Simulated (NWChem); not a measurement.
# CH$_{5}$BS; SMILES CBS

```xyz
8

B     -0.5963    -0.4747     0.0000
H     -1.8113    -0.5359     0.0000
C      0.2947    -1.7645     0.0000
H      0.0368    -2.3908    -0.8826
H      0.0368    -2.3908     0.8826
H      1.3888    -1.5913     0.0000
S      0.1809     1.1430     0.0000
H     -0.9456     1.9102     0.0000
```
Atoms are numbered in this order, from 1.

Results from NWChem. Pople sets run with spherical d functions. All runs use the structure optimised with PBE-D3(BJ)/def2-SVP. Static field.

Problem. What does the run give for PBE/6-31+G*? Quantities: isotropic polarisability (bohr³); anisotropy (bohr³).

Solution. 
```yaml
isotropic polarisability (bohr³): 47.4
anisotropy (bohr³): 24.4
```
